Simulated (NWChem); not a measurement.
Species: pyrazole (C3H4N2); SMILES c1cn[nH]c1

```xyz
9

C      0.5649     1.0580     0.0000
C      1.1336    -0.2354     0.0000
N      0.2036    -1.1800     0.0000
N     -0.9470    -0.5169     0.0000
C     -0.7969     0.8277     0.0000
H      1.0722     2.0195     0.0000
H      2.1875    -0.5122     0.0000
H     -1.8162    -1.0348     0.0000
H     -1.6494     1.5036     0.0000
```
Atoms are numbered in this order, from 1.

Geometry: optimised at PBE0/def2-SVP.

Symmetry labels are those of Cs in the frame above (b1 and b2, or b-type labels, depend on it).

### Question
List the 4 lowest vertical singlet excitations from PBE/def2-SVP, TDA (NWChem).

### Answer
| state | energy (eV) | oscillator strength | symmetry | leading excitation (squared amplitude) |
|---|---|---|---|---|
| S1 | 6.52 | 0.005 | a" | HOMO−2 → LUMO (0.92) |
| S2 | 6.77 | 0.022 | a' | HOMO−1 → LUMO (0.55) |
| S3 | 6.85 | 0.000 | a" | HOMO → LUMO+1 (1.00) |
| S4 | 7.15 | 0.000 | a" | HOMO−1 → LUMO+1 (0.99) |
